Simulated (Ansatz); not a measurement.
Born–Oppenheimer molecular dynamics of Cl₂H₃NOZr (8 atoms, charge 0, multiplicity 1). It goes on from the last frame of an earlier run, with new velocities.

The calculation used RKS B3LYP/def2-SVP (Ansatz 0.2.0).

| Property | Result |
| --- | --- |
| ensemble | NVT, Langevin thermostat |
| time step | 1 fs |
| steps asked | 250 |
| set temperature | 1500 K |
| friction | 0.005 /fs |
| seed | 27212 |

First frame:

```xyz
8
Properties=species:S:1:pos:R:3
Zr -0.202 -0.155 0.033
Cl -0.102 -0.262 2.375
N 1.788 0.200 -0.519
H 2.506 -0.203 0.106
H 2.263 0.711 -1.237
O -1.213 1.416 -0.581
H -1.296 2.373 -0.829
Cl -0.816 -2.340 -0.700
```

(1) How far do the bonds stretch over the last three quarters of this one trajectory? (Pairs bonded in most of those frames.)

Answers

(1) 
| bond | mean (Å) | spread (Å) | shortest | longest |
| --- | --- | --- | --- | --- |
| Zr1–Cl2 | 2.393 | 0.048 | 2.33 | 2.49 |
| Zr1–N3 | 2.030 | 0.062 | 1.92 | 2.15 |
| Zr1–O6 | 1.973 | 0.132 | 1.74 | 2.18 |
| Zr1–Cl8 | 2.377 | 0.055 | 2.28 | 2.46 |
| N3–H4 | 1.040 | 0.057 | 0.94 | 1.13 |
| N3–H5 | 1.033 | 0.028 | 0.97 | 1.11 |
| O6–H7 | 0.970 | 0.034 | 0.89 | 1.06 |

Pairs bonded in part of these frames only: Zr1–H4 32 %, Zr1–H5 19 %, Zr1–H7 15 %.

Mean temperature of the second half: 1153 K. The mean temperature of the second half is 23 % below the set value. A run of 0.25 ps of so small a system gives no equilibrium averages.

The run took 9 min on 4 threads of Arm Neoverse V1, on a shared host, peak memory 0.27 GiB.
